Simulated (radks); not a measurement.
Problem. The strontium ion Sr30+, configuration [He] 2s2 2p4 (the NIST ground configuration). All-electron calculation, scalar-relativistic Kohn-Sham, SCAN, spin-polarised, spherical densities, finite nucleus; open shells are filled with parallel spins first (spin-orbit coupling, left out, can overturn this in heavy ions); meta-GGA in the generalised Kohn-Sham scheme; Fermi nuclear charge, rms radius 4.224 fm. Program: a radial shooting solver on a logarithmic mesh with Libxc functionals. Some entries of the table are withheld. Estimate them.

orbital  occ.  eigenvalue (eV)  r(max) (bohr)
1s up       1        -17855.44            (1)
1s down     1        -17834.55            (2)
2s up       1        -3834.207            (3)
2s down     1        -3803.730            (4)
2p up       3        -3631.549            (5)
2p down     1        -3592.196            (6)

Solution. 
(1) 1s up r(max) (bohr): 0.02552
(2) 1s down r(max) (bohr): 0.02551
(3) 2s up r(max) (bohr): 0.1418
(4) 2s down r(max) (bohr): 0.1421
(5) 2p up r(max) (bohr): 0.1126
(6) 2p down r(max) (bohr): 0.1130
